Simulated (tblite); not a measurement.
Compound: C2H8B2OS.
Cartesian coordinates in Å at the GFN2-xTB level; atoms count from 1:
```
atom  x, y, z in Å
C1     1.9183    0.0445    1.0871
B2     1.1768    0.7558   -0.1302
O3     0.4976    0.0596   -1.0052
B4    -0.2734   -0.6837   -1.7426
S5    -2.0010   -0.9863   -1.2934
C6    -2.2118   -0.0264    0.2482
H7     1.7480   -1.0292    1.1211
H8     1.5995    0.4670    2.0383
H9     2.9924    0.2087    1.0264
H10    1.2355    1.9279   -0.2715
H11    0.1034   -1.1979   -2.7272
H12   -2.9020   -0.5763    0.8792
H13   -1.2536    0.0906    0.7449
H14   -2.6302    0.9452    0.0027
```

Method: GFN2-xTB as coded in tblite; computed harmonic values from a numerical Hessian at the method's own geometry, unscaled. The method is semi-empirical: single wavenumbers can be off by several per cent or more. Modes of hydrogen on boron can be 10 to 20 % off. One conformer, not necessarily the lowest. The optimisation stopped once no atom felt more than 0.01 eV/Å.

Lowest wavenumbers of the output (negative numbers stand for imaginary wavenumbers):
```
mode    cm-1
  1     -54.5
  2      67.8
  3      75.0
  4      95.7
  5     132.3
  6     222.7
  7     242.3
  8     385.1
  9     430.2
 10     640.4
```

Task: Is this structure a minimum?

Result: Not by this Hessian. 1 mode is imaginary beyond 20i (54i cm⁻¹), so at this level the point lies at or near a first-order saddle. The curvature is small, so loose convergence or finite differences may be the whole cause.

Task: Which atoms move in the imaginary mode?

Result: 54i: H14 (methyl hydrogen) 36 %, H13 (methyl hydrogen) 31 %, H12 (methyl hydrogen) 28 %. These are shares of the mass-weighted motion.

Task: What is the remedy?

Result: Step along that mode in both directions, optimise again with tighter thresholds and repeat the frequencies. The zero-point energy of this point (65.4 kcal/mol) counts the 35 real modes alone, and thermal corrections from it aren't those of a minimum.
